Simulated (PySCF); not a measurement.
A calculated (MN15, PySCF 2.14, jorge-DZP-DKH, scalar relativity by spin-free X2C-1e) atom or ion has these occupied shells.

```tsv
shell	electrons	orbital energy (eV)	rms radius, mean of both spins (bohr)
1s β	1	-4870.4	0.0807
1s α	1	-4870.4	0.0807
2s α	1	-540.35	0.357
2s β	1	-540.04	0.357
2p α	3	-456.19	0.322
2p β	3	-455.85	0.322
3s α	1	-73.549	1.09
3s β	1	-72.324	1.09
3p α	3	-50.573	1.17
3p β	3	-48.897	1.17
3d α	2	-14.552	1.67
4s α	1	-11.735	3.43
```

Problem. Name the element and its charge.

Solution. Ti⁺ (titanium, charge +1), in [Ar] 3d2 4s1, high-spin 4F determinant.
